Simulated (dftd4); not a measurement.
C₃H₄, charge +1, doublet, at a GFN2-xTB geometry (a state made from the parent by changing its charge; the spin is typed, not shown lowest); dftd4 4.2.0 with D4 for b3lyp.

Input for dftd4:
```
$ dftd4 mol.xyz --func b3lyp --charge 1 --json dftd4.json --noedisp --property

# file mol.xyz
7

C      1.29842590    -0.00034985    -0.00013940
C     -0.00000000    -0.00000000    -0.00000000
C     -1.29842590     0.00034985     0.00013940
H      1.89077598    -0.73460745    -0.54286750
H      1.89128809     0.73358839     0.54246146
H     -1.89081536     0.88870580    -0.21072798
H     -1.89124871    -0.88768675     0.21113402
```

Task: Write the output that dftd4 gives for this input, abridged.

Result: 
```
                    ____  _____ _____     ____  _  _
      -------------|  _ \|  ___|_   _|---|  _ \| || |------------
     |             | | | | |_    | | ___ | | | | || |_           |
     |             | |_| |  _|   | ||___|| |_| |__   _|          |
     |             |____/|_|     |_|     |____/   |_|            |
     |             ===================================           |
     |            E. Caldeweyher, S. Ehlert & S. Grimme          |
     |          Mulliken Center for Theoretical Chemistry        |
     |                    University of Bonn                     |
      -----------------------------------------------------------

Rational (Becke-Johnson) damping: b3lyp-D4-ATM
---------------------
  s6         1.0000
  s8         2.0293
  s9         1.0000
  a1         0.4087
  a2         4.5381
 alp        16.0000
--------------------

Atomic data, radii in Ångström:
------------------------------------------------------
   Z          R(cov)      r4/r2   hardness         EN
------------------------------------------------------
   6 C        1.0000     1.6431     0.4220     2.5500
   1 H        0.4267     1.0622     0.4726     2.2000
------------------------------------------------------

Atomic reference systems (in atomic units):
----------------------------------------------------------------------------
   Z        #      CN     q+Z       C6(AA)   #      CN     q+Z       C6(AA)
----------------------------------------------------------------------------
   6 C      1  0.0000  6.0000      49.3833   2  0.9189  5.8288      52.1688
            3  1.9079  5.8579      35.6972   4  2.8312  5.7775      35.8445
            5  3.7487  5.7435      28.6317   6  2.9183  5.8956      32.2504
            7  0.8556  6.2103      25.6194
   1 H      1  0.0000  1.0000       7.6362   2  0.8942  1.0000       3.0374
----------------------------------------------------------------------------

Atomic properties (in atomic units):
----------------------------------------------------------------------------
     #    Z              CN          q      C6(AA)        C8(AA)   alpha(0)
----------------------------------------------------------------------------
     1    6 C        2.8310     0.0062     29.4069      850.4992     8.8579
     2    6 C        1.9615     0.0606     30.0492      869.0745     8.8422
     3    6 C        2.8310     0.0062     29.4069      850.4992     8.8579
     4    1 H        0.9247     0.2317      0.9513       11.4995     1.5253
     5    1 H        0.9247     0.2317      0.9513       11.4995     1.5253
     6    1 H        0.9247     0.2317      0.9513       11.4995     1.5253
     7    1 H        0.9247     0.2317      0.9513       11.4995     1.5253
----------------------------------------------------------------------------

Molecular properties (in atomic units):
----------------------------------------
 molecular C6                 409.0641
 molecular C8               10273.3871
----------------------------------------

Dispersion energy:      -3.8327155956188E-03 Eh

[Info] JSON dump of results written to 'dftd4.json'
```
